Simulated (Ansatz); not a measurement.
GeTe2⁻, relaxed as a quartet with UKS r2SCAN-D4/def2-TZVPD in Ansatz, starting from the r2SCAN-D4/def2-TZVPD geometry of the charge -1 doublet. Force threshold 0.02 eV/Å.

In the def2 sets Te takes a core potential; there is no spin–orbit coupling. The highest occupied level of the charge -1 quartet lies above zero (up to 0.81 eV). It is a level of α spin, whose loss leaves a triplet; that state wasn't run at this geometry and level. The electron is either unbound and held by the finite basis, or the level is raised by self-interaction error. The relaxation made no stability test and no search for a lower SCF solution. At r2SCAN-D4/def2-TZVPD a doublet of charge -1 lies 1.69 eV below the quartet, each at its own geometry. The structure comes from a short search, and lower isomers may exist.

Start:

Cartesian coordinates in Å:
```
Ge 0.5750 -0.2123 -0.2977
Te -0.6548 -1.9644 0.9158
Te 0.0798 2.1767 -0.6181
```

```csv
step,energy (eV),largest force component (eV/Å),SCF passes
1,-71112.4557,1.108,18
2,-71112.6487,0.337,30
3,-71112.7407,0.251,30
4,-71112.7564,0.153,29
5,-71112.7643,0.041,24
6,-71112.7646,0.004,26
```

Force components are those of the run's own axes.

End:

```xyz
3

Ge    0.9382   -0.3464   -0.4858
Te   -0.7886   -1.6277    0.9100
Te   -0.1496    1.9741   -0.4241
```

By distances, no bond broke or formed. The bond that changes most is Ge1–Te2, from 2.46 to 2.56 Å (atoms count from 1).

No frequencies were taken in this run, so the end may be a saddle point.

Run time 43 s (4 threads of Arm Neoverse N1 on a shared host).
